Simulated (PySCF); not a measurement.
C₅H₁₀O₃Si.
Cartesian coordinates in Å at the PBE0-D3(BJ)/def2-SVP level; atoms count from 1:
```
atom  x, y, z in Å
C1    -2.932   -1.268    0.482
C2    -1.918   -0.999   -0.135
Si3   -0.375   -0.621   -1.059
O4    -0.112    1.011   -1.032
C5    -1.074    2.029   -1.060
O6     0.917   -1.392   -0.378
C7     1.133   -1.546    0.999
O8     1.037   -0.366    1.704
C9     2.061    0.561    1.441
H10   -3.828   -1.507    1.028
H11   -0.460   -1.127   -2.448
H12   -0.596    2.972   -0.753
H13   -1.911    1.824   -0.370
H14   -1.487    2.171   -2.074
H15    0.376   -2.221    1.431
H16    2.139   -1.998    1.103
H17    2.000    0.953    0.413
H18    1.935    1.394    2.146
H19    3.059    0.110    1.600
```

ESP-fitted charges (e) from the PBE0/pcSseg-1 density (PySCF), one withheld:

```csv
atom,bonded to,charge
C1,C2 H10,-0.3245
C2,C1 Si3,?
Si3,C2 O4 O6 H11,+0.7578
O4,Si3 C5,-0.3111
C5,O4 H12 H13 H14,-0.1853
O6,Si3 C7,-0.4341
C7,O6 O8 H15 H16,+0.0465
O8,C7 C9,-0.3180
C9,O8 H17 H18 H19,+0.0022
H10,C1,+0.3026
H11,Si3,-0.1191
H12,C5,+0.1141
H13,C5,+0.1099
H14,C5,+0.0925
H15,C7,+0.1256
H16,C7,+0.1250
H17,C9,+0.0596
H18,C9,+0.0796
H19,C9,+0.0522
```

(1) What is the charge on C2?

(2) Add each hydrogen's charge to the atom that carries it.

(3) Across which bond do the charges differ most?

(4) Take the bonds between elements whose Pauling electronegativities differ by more than 0.25. In how many does the more electronegative atom carry the lower charge?

(5) How much positive and how much negative charge does this set hold in all?

## Answers

(1) The charges add up to the total charge, 0. The others sum to +0.1755, which leaves -0.1755 e for C2 (alkyne carbon).

(2) C1 -0.0219, Si3 +0.6387, C5 +0.1312, C7 +0.2971, C9 +0.1936. Atoms without hydrogen keep their charges.

(3) Si3–O6: +0.7578 on Si3 against -0.4341 on O6, a difference of 1.1919 e. The lower charge is on the more electronegative element of the two (Pauling values: O 3.44, Si 1.90).

(4) In 17 of 17.

(5) +1.8676 e on 12 atoms and -1.8676 e on 7.

The ESP scheme is a least-squares fit of atom-centred charges to the potential on four shells outside the van der Waals surface, with the total charge fixed. One conformer (not necessarily the lowest) at the PBE0-D3(BJ)/def2-SVP geometry, without solvent, vibrations or thermal averaging.
